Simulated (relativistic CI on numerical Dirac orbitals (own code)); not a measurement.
# Br6+: q coefficients and field-shift factors

Method of calculation: Dirac-Coulomb-Breit CI, KLI orbitals optimised for each configuration, derivatives by finite differences, unscaled Slater integrals, QED left out (own radial code, finite nucleus).

CI space (outside the closed core [Ar]): 3d10 4s, 3d10 4p, 3d10 4d, 3d10 4f, 3d10 5s, 3d10 5p, 3d10 5d, 3d9 4s2. Levels of other configurations are missing.

With x = (α/α₀)² − 1 an excitation energy changes as ω = ω₀ + qx; K = 2q/ω₀ is the relative enhancement. Terms are leading LS components, so labels can repeat. The field-shift factor is F = δν/δ⟨r²⟩ for the transition from the lowest level.

Lowest level 3d10 4s 2S_1/2.

```csv
Level,ω₀ (cm⁻¹),q (cm⁻¹),K,F (GHz/fm²)
3d10 4p 2P°_1/2,127056,3914,0.0616,-8.36
3d10 4p 2P°_3/2,134357,11500,0.171,-8.41
3d10 4d 2D_3/2,324020,12230,0.0755,-8.16
3d10 4d 2D_5/2,324945,13160,0.081,-8.16
3d10 5s 2S_1/2,403007,7935,0.0394,-5.05
3d10 5p 2P°_1/2,451871,9112,0.0403,-7.98
3d10 5p 2P°_3/2,454618,11960,0.0526,-8
3d10 4f 2F°_7/2,478191,12240,0.0512,-7.86
3d10 4f 2F°_5/2,478231,12280,0.0514,-7.86
3d9 4s2 2D_5/2,528989,-18790,-0.071,8.2
3d10 5d 2D_3/2,531461,10660,0.0401,-6.86
3d10 5d 2D_5/2,532980,5296,0.0199,-4.17
3d9 4s2 2D_3/2,538473,-16290,-0.0605,10.9
```

At this charge configurations can still be misplaced by up to about 7 % of their energy.
